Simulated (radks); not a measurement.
Question: Successive ionisation energies (eV) of one element, from differences of total energies of ions in their ground configurations, starting at charge 0: 6.139, 11.277, 24.240, 42.461, 63.122, 92.572, 99.738, 114.92, 136.28, 152.79, 171.47, 199.59. Method: Dirac Kohn-Sham, LDA (Slater exchange, Perdew-Wang correlation), spin-unpolarised, spherical densities, finite nucleus; open shells fill j = l - 1/2 first; Fermi nuclear charge, rms radius 5.0819 fm; computed with a radial shooting solver on a logarithmic mesh with Libxc functionals. Which element is it?

Answer: Samarium (Z = 62). The first species listed is Sm in [Xe] 4f6 6s2, the last Sm11+ in [Kr] 4d10 4f3 5s2.
